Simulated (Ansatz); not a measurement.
Gas-phase electronic energies from Ansatz, PBE0-D4/def2-TZVP geometries. CBS: MP2 limit from def2 TZ/QZ plus the TZ coupled-cluster correction, frozen cores. This one scheme is used for every species. One conformer a species, not always the lowest.

`[NH2][Al]([NH2])[NH2]` + `CC[SiH2][SiH3]` → `C[CH2][Al]([NH2])[NH2]` + `N[SiH2][SiH3]`  (redistribution)

| species | CCSD(T)/CBS(def2) energy (Eh) |
| --- | --- |
| `[NH2][Al]([NH2])[NH2]` | -409.86091 |
| `CC[SiH2][SiH3]` | -660.27614 |
| `C[CH2][Al]([NH2])[NH2]` | -433.03606 |
| `N[SiH2][SiH3]` | -637.08297 |

Task: Work out ΔE.

Result: ΔE = (-433.03606) + (-637.08297) − (-409.86091) − (-660.27614) = 0.01802 Eh = +11.3 kcal/mol.

Largest T1 diagnostic among the species: 0.011.

Leaving LDA and LC-ωPBE aside and taking each functional with its dispersion term where it has one, the values, not all of them listed here, spread over 1.0 kcal/mol, from PBE-D4 to r2SCAN0-D4. From BLYP to BHLYP (50 % exact exchange), in def2-TZVPP and without D4, ΔE moves by +0.9 kcal/mol.
